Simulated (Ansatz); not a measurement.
`S[SiH2][GeH2][I]`. Charge 0, multiplicity 1. I takes the def2 core potential.

```xyz
9

S     0.7787    1.7659   -1.4279
Si   -0.0954   -0.1609   -1.1808
Ge    0.1074   -0.7993    1.1043
I    -0.9196    1.1421    2.3706
H     0.1256    2.2881   -0.3707
H     0.6714   -1.0758   -2.0642
H    -1.5344   -0.2024   -1.5488
H    -0.6905   -2.0463    1.5190
H     1.5569   -0.9114    1.5985
```

Task: What are the harmonic wavenumbers in cm⁻¹ at PBE0-D4/def2-TZVP (Ansatz, finite differences of forces, unscaled)? (An estimate is asked.)

Result: Ansatz gave: 45, 69, 125, 229, 241, 343, 383, 475, 527, 597, 616, 675, 764, 833, 858, 926, 2144, 2161, 2219, 2236, 2666.

Task: Is this a minimum?

Result: Yes, all 21 modes are real.

Task: Give the ideal-gas thermochemistry at 298.15 K and 1 bar (rigid rotor, harmonic oscillator; point group C1, symmetry number 1).

Result: Zero-point energy 114.4 kJ/mol; H(298) − E = 138.0 kJ/mol; entropy 395.2 J/(mol·K), of which translation 178.4, rotation 127.3, vibration 89.4; G(298) − E = 20.2 kJ/mol. Modes under 100 cm⁻¹ are hindered rotations or soft bends, so the harmonic entropy is rough.

Task: And at 400, 500, 600, 800 and 1000 K?

Result: 
```csv
T (K),H − E (kJ/mol),S (J/mol/K),G − E (kJ/mol)
400,150.9,432.4,-22.0
500,165.0,463.7,-66.9
600,180.0,491.1,-114.6
800,212.4,537.5,-217.6
1000,247.0,576.1,-329.1
```

Task: Rotational constants (cm⁻¹)?

Result: 0.061, 0.02461, 0.0186.
